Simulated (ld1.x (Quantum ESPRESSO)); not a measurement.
# An all-electron radial function and its pseudo partner (Mg)

Columns: radius, all-electron u(r) and pseudo u(r) of the 2s shell (level -83.57 eV) of magnesium in the configuration [He] 2s2 2p6 3s1.5 3p0; LDA (PZ), scalar-relativistic, TM semilocal scheme, ld1.x (Quantum ESPRESSO) 7.5.

```tsv
r (bohr)	all-electron	pseudo
0.053	0.5438	-0.1651
0.105	0.4637	-0.3243
0.158	0.1499	-0.4809
0.210	-0.2061	-0.6261
0.262	-0.5303	-0.7604
0.315	-0.7970	-0.8832
0.368	-0.9932	-0.9888
0.420	-1.1221	-1.0728
0.473	-1.1987	-1.1359
0.525	-1.2305	-1.1738
0.578	-1.2292	-1.1874
0.630	-1.2032	-1.1772
0.683	-1.1588	-1.1455
0.735	-1.1033	-1.0979
0.788	-1.0391	-1.0376
0.840	-0.9720	-0.9718
0.893	-0.9020	-0.9020
0.945	-0.8337	-0.8337
0.998	-0.7657	-0.7657
1.050	-0.7016	-0.7016
1.102	-0.6407	-0.6407
1.155	-0.5822	-0.5822
1.208	-0.5277	-0.5277
1.260	-0.4781	-0.4781
1.313	-0.4314	-0.4314
1.365	-0.3893	-0.3893
```

Task: How many radial nodes do the two functions have?

Result: The all-electron 2s function has n − l − 1 = 1; the pseudo-wave has 0, since the states of the same l below it are removed with the core.

Task: At about which radius was the pseudo-wave matched?

Result: 0.95 bohr. The columns agree to 0.0005 from 0.84 bohr on; several derivatives are matched, so the curves merge somewhat inside the radius.

Task: Is the pseudo-wave norm-conserving?

Result: Yes: the TM semilocal scheme keeps the norm inside the radius equal to the all-electron one, which fixes the energy derivative of the logarithmic derivative at the level.
